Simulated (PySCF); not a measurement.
Another site gives an ion 69343.87 eV lower (`O[SiH2]Br`) at the level CAM-B3LYP-D3(BJ)/def2-TZVPD (PySCF).

Excitations are Tamm–Dancoff values on a coarser integration grid.

Z-matrix (Å, degrees):
```
Si
O 1 1.6535
H 2 0.9585 1 119.29
H 1 1.4787 2 104.91 3 -170.73
H 1 1.4900 4 107.84 2 118.18
B 1 2.0014 4 111.33 5 115.85
H 6 1.1920 1 123.72 4 132.54
H 6 1.1923 7 116.99 1 -177.79
```
Charge 0, multiplicity 1.

Question: Estimate the T1 excitation (TDA), dipole moment and HOMO–LUMO gap that PBE-D3(BJ)/def2-TZVPD // CAM-B3LYP-D3(BJ)/def2-TZVPD (PySCF) returns for this input.

Answer: 
The T1 excitation (TDA) comes out as 2.67 eV and the dipole moment comes out as 1.33 D. The HOMO–LUMO gap is 3.17 eV.
